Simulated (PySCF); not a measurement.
Method: PBE-D3(BJ)/def2-TZVP // r2SCAN-D4/def2-TZVP (PySCF). Isolated molecules, 0 K electronic values unless said otherwise. 

Reference species (SMILES): `[AlH][Br]` (neutral, multiplicity 2).

The dipole moment comes out as 1.34 D.

Changed species: `[Br][Al][Br]` (radical fragment; the reference has radical fragment).

### Question
What does the change do to the dipole moment?

### Answer
the dipole moment drops by 0.16 D, to 1.18 D.
